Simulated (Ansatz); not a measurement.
C2HF3O2, charge +1, doublet, at the geometry of the source list (a state made from the parent by changing its charge; the spin is typed, not shown lowest). Base run: Ansatz (a first-principles code) with CAM-B3LYP/pcseg-1.

The Ansatz input:
Ansatz 0.2 input:
```yaml
crystal:
  periodic: [false, false, false]
  atoms:
    - {symbol: O, position_ang: [1.24100000, -0.78730000, 0.34200000]}
    - {symbol: C, position_ang: [0.60540000, 0.29700000, -0.04900000]}
    - {symbol: O, position_ang: [1.08720000, 1.34450000, -0.34540000]}
    - {symbol: C, position_ang: [-0.93040000, 0.01890000, -0.07510000]}
    - {symbol: F, position_ang: [-1.37440000, -0.33420000, 1.13520000]}
    - {symbol: F, position_ang: [-1.61140000, 1.09280000, -0.46180000]}
    - {symbol: F, position_ang: [-1.22270000, -0.97700000, -0.91730000]}
    - {symbol: H, position_ang: [2.20530000, -0.65460000, 0.37150000]}
basis:
  gaussian:
    orbitals: pcseg-1.json
hamiltonian:
  xc: cam_b3lyp
total_charge: 1
magnetization: {spin_polarized: true, initial_magnetization: 1}
```
The basis file holds pcseg-1 in the JSON format of the Basis Set Exchange.

The base run was repeated with changes; each row names its change, and settings that it needs were set with it.

```json
[
 {"change": "base", "ΔE vs base (kcal/mol)": "0.000"},
 {"change": "final_grid = 4, 8, 17", "ΔE vs base (kcal/mol)": "0.043"},
 {"change": "fitting.mean_field = def2-universal-JKFIT", "ΔE vs base (kcal/mol)": "-0.059"},
 {"change": "lower_state_search = full", "ΔE vs base (kcal/mol)": "0.000"},
 {"change": "lower_state_search = off", "ΔE vs base (kcal/mol)": "0.000"},
 {"change": "final_grid = 14, 28, 59", "ΔE vs base (kcal/mol)": "0.000"},
 {"change": "forces = on", "ΔE vs base (kcal/mol)": "0.000"},
 {"change": "final_grid = 10, 20, 41", "ΔE vs base (kcal/mol)": "0.000"},
 {"change": "nuclear_model = gaussian", "ΔE vs base (kcal/mol)": "0.060"},
 {"change": "final_grid = 6, 12, 29", "ΔE vs base (kcal/mol)": "0.003"},
 {"change": "point_charge = charge:0.5 position_ang:-4.3469, 0.6957, -3.0052", "ΔE vs base (kcal/mol)": "27.56"}
]
```
